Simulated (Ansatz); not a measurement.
Ga₃N₃⁻, relaxed as a doublet with UKS PBE-D4/def2-SVPD in Ansatz, starting from the GFN2-xTB geometry. Force threshold 0.02 eV/Å.

The highest occupied level of the charge -1 doublet lies above zero (up to 0.83 eV). It is a level of α spin, whose loss leaves a singlet; that state wasn't run at this geometry and level. The electron is either unbound and held by the finite basis, or the level is raised by self-interaction error. The relaxation made no stability test and no search for a lower SCF solution. The structure comes from a short search, and lower isomers may exist.

Start:

```xyz
6

Ga   -0.024   -1.362   -0.738
Ga    0.752   -1.214    2.607
Ga   -0.056    1.403    0.607
N     0.261   -0.490    0.993
N    -0.473    1.378   -1.469
N    -0.459    0.285   -2.000
```

| step | energy (eV) | largest force component (eV/Å) | SCF passes |
| --- | --- | --- | --- |
| 1 | -161554.5514 | 1.117 | 78 |
| 2 | -161554.7530 | 1.813 | 52 |
| 3 | -161555.0007 | 0.894 | 38 |
| 4 | -161555.1741 | 2.480 | 32 |
| 5 | -161555.2079 | 2.100 | 27 |
| 6 | -161555.2703 | 0.320 | 29 |
| 7 | -161555.2887 | 0.305 | 30 |
| 8 | -161555.2888 | 0.235 | 26 |
| 9 | -161555.2970 | 0.038 | 25 |
| 10 (rejected) | -161555.2970 | 0.040 | 15 |
| 11 | -161555.2970 | 0.036 | 15 |
| 12 | -161555.2975 | 0.004 | 25 |

Force components are those of the run's own axes.

End:

```csv
atom,x (Å),y (Å),z (Å)
Ga1,0.100,-1.763,-0.479
Ga2,0.702,-1.229,2.579
Ga3,0.057,1.478,1.077
N4,0.235,-0.415,0.870
N5,-0.554,1.476,-1.778
N6,-0.541,0.453,-2.269
```

Bonds lost: Ga1–N6, Ga3–N5 (atoms count from 1). The end holds 2 separate pieces.

No frequencies were taken in this run, so the end may be a saddle point.

Run time 43 s (4 threads of Arm Neoverse V2 on a shared host).
